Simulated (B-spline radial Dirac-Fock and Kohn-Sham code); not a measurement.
**In 5s: cross section and angular parameters**

System: neutral indium, [Kr] 4d10 5s2 5p1; threshold 10.32 eV (orbital energy of the model). The computed values come from a radial B-spline solver: Dirac-Hartree-Slater photoionisation with a Latter tail; cross sections with all multipoles, angular parameters from the dipole term and its interference with E2.

```tsv
hν (eV)	σ (kb)	β	γ
60	83.3	1.937	0.027
80.7	66.5	1.956	0.113
86.6	61.8	1.959	0.129
92.1	57.7	1.961	0.142
99.7	52.9	1.963	0.157
100	52.7	1.964	0.158
169	28.3	1.975	0.238
179	26.3	1.976	0.245
187	?	?	?
255	16.5	1.981	0.278
300	13.2	1.983	0.284
371	9.70	1.984	0.283
423	7.98	1.985	0.277
474	6.71	1.986	0.268
600	4.64	1.988	0.238
893	2.41	1.989	0.156
968	2.10	1.990	0.136
1030	1.89	1.990	0.119
1100	1.69	1.990	0.102
1330	1.21	1.991	0.049
1880	0.652	1.992	-0.038
2700	0.335	1.992	-0.095
4000	0.158	1.993	-0.069
4030	0.155	1.993	-0.068
4310	0.136	1.993	-0.051
5060	0.0990	1.993	0.005
8047.8	0.0381	1.993	0.321
10400	0.0220	1.993	0.595
12000	0.0161	1.992	0.780
15000	0.00976	1.992	1.116
```

Task: Give the values at 187 eV.

Result: σ = 24.9 kb, β = 1.977, γ = 0.250. For an s subshell δ is negligible.
